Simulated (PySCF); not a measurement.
Molfile (atoms numbered from 1):
```
C2H10O2Si2
     RDKit          3D

 16 15  0  0  0  0  0  0  0  0999 V2000
    1.2060   -1.9715   -0.6952 C   0  0  0  0  0  0  0  0  0  0  0  0
    1.1944   -0.9775    0.2881 O   0  0  0  0  0  0  0  0  0  0  0  0
    0.7687    0.5784    0.1142 Si  0  0  2  0  0  4  0  0  0  0  0  0
    0.5838    1.2125    1.8803 C   0  0  0  0  0  0  0  0  0  0  0  0
   -0.6222    0.7032   -0.7245 O   0  0  0  0  0  0  0  0  0  0  0  0
   -2.2090    0.4897   -0.9495 Si  0  0  0  0  0  4  0  0  0  0  0  0
    1.2513   -2.9398   -0.1948 H   0  0  0  0  0  0  0  0  0  0  0  0
    2.0791   -1.8579   -1.3422 H   0  0  0  0  0  0  0  0  0  0  0  0
    0.3040   -1.9203   -1.3094 H   0  0  0  0  0  0  0  0  0  0  0  0
    1.6871    1.3314   -0.7384 H   0  0  0  0  0  0  0  0  0  0  0  0
   -0.0374    0.5559    2.4821 H   0  0  0  0  0  0  0  0  0  0  0  0
    1.5464    1.2994    2.3710 H   0  0  0  0  0  0  0  0  0  0  0  0
    0.1248    2.1953    1.8768 H   0  0  0  0  0  0  0  0  0  0  0  0
   -2.9267    1.2452    0.0764 H   0  0  0  0  0  0  0  0  0  0  0  0
   -2.4370    1.0034   -2.2975 H   0  0  0  0  0  0  0  0  0  0  0  0
   -2.5208   -0.9386   -0.8489 H   0  0  0  0  0  0  0  0  0  0  0  0
  1  2  1  0
  2  3  1  0
  3  4  1  0
  3  5  1  0
  5  6  1  0
  1  7  1  0
  1  8  1  0
  1  9  1  0
  3 10  1  6
  4 11  1  0
  4 12  1  0
  4 13  1  0
  6 14  1  0
  6 15  1  0
  6 16  1  0
M  END
```

PySCF 2.14.0 with density-fitted response routines calculation with geometry from GFN2-xTB and GIAO PBE0/pcSseg-1 shieldings; no solvent, no relativistic terms, rapidly exchanging positions averaged, a single conformation.

Chemical shifts δ = σref − σ; ¹³C and ¹H and ²⁹Si against TMS; ¹⁷O against H2O, all at this level.

```json
{"atoms": "H7/H8/H9", "nucleus": "¹H", "count": "3", "δ (ppm)": "3.95"}
{"atoms": "H10", "nucleus": "¹H", "count": "1", "δ (ppm)": "4.91"}
{"atoms": "O5", "nucleus": "¹⁷O", "count": "1", "δ (ppm)": "42.1"}
{"atoms": "C4", "nucleus": "¹³C", "count": "1", "δ (ppm)": "-0.3"}
{"atoms": "C1", "nucleus": "¹³C", "count": "1", "δ (ppm)": "52.4"}
{"atoms": "Si6", "nucleus": "²⁹Si", "count": "1", "δ (ppm)": "?"}
{"atoms": "H11/H12/H13", "nucleus": "¹H", "count": "3", "δ (ppm)": "0.05"}
{"atoms": "O2", "nucleus": "¹⁷O", "count": "1", "δ (ppm)": "?"}
{"atoms": "H14/H15/H16", "nucleus": "¹H", "count": "3", "δ (ppm)": "?"}
{"atoms": "Si3", "nucleus": "²⁹Si", "count": "1", "δ (ppm)": "-26.3"}
```

Q: Complete the table.

A: 
- H14/H15/H16: 5.20 ppm, hydrogen on a silicon bonded to O
- O2: 35.4 ppm, oxygen bonded to C, Si
- Si6: -45.3 ppm, silicon bonded to O, 3 H

Shifts are as computed. Against solution values, carbons near 30 ppm lie about +3 ppm off and those near 130 ppm about +5 ppm. Of 1211 compounds with measured shifts, 218 miss one by over three times the rms of a fit or turn the order of signals round; such compounds aren't used in these exercises. Experimental scales use liquid or dissolved standards, which lie at an offset from isolated H2O (liquid H2O: subtract about 36 ppm).
